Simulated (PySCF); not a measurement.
Compound: Mg(CCH)2, C4H2Mg.
Cartesian coordinates in Å at the PBE0-D3(BJ)/def2-SVP level; atoms count from 1:
```
atom  x, y, z in Å
Mg1    0.0046    0.0104    0.0000
C2     0.0030   -0.0050    2.0201
C3    -0.0021   -0.0169    3.2450
H4    -0.0065   -0.0269    4.3217
C5     0.0001    0.0135   -2.0200
C6     0.0009    0.0128   -3.2450
H7     0.0001    0.0122   -4.3218
```

The computed photoelectron lines, unassigned: C 1s: 289.50 (area 2), 290.08 (area 2) eV; Mg 1s: 1311.83 eV.

Method: delta-SCF UKS SCAN, pcX-2 on the ionised atom, pcseg-1 elsewhere, spin-free X2C (PySCF 2.14.0). Geometry: PBE0-D3(BJ)/def2-SVP; no solvent, vibrations or thermal averaging.

(1) Assign the C 1s lines to atoms.

Results:

(1) 289.50 eV: C2/C5 (carbon bonded to C and Mg); 290.08 eV: C3/C6 (carbon bonded to C and H). The listed C 1s values span 0.58 eV, from C2/C5 (bonded to C and Mg) to C3/C6 (bonded to C and H).

Bonded neighbours of each site: Mg1: 2 C; C2/C5: C and Mg; C3/C6: C and H.

Problem. Which effective nuclear charge Zeff reproduces each element's mean 1s value in the hydrogen-like formula E = 13.606 eV × Zeff²?

Solution. C (Z = 6): mean 289.8 eV, Zeff = 4.62, Z − Zeff = 1.38; Mg (Z = 12): mean 1311.8 eV, Zeff = 9.82, Z − Zeff = 2.18. Means run over the listed sites, weighted by atom count.

The first atom of each set that the bonding makes equivalent was ionised and stands for the set. Spin contamination (⟨S²⟩ against 0.75 for a pure doublet) is marked for C 1s of C2/C5 (0.86) and C 1s of C3/C6 (0.87), which makes these values less certain.

Time: 8.2 s of wall time. Hardware: one thread, Arm Neoverse V1, on a shared host.
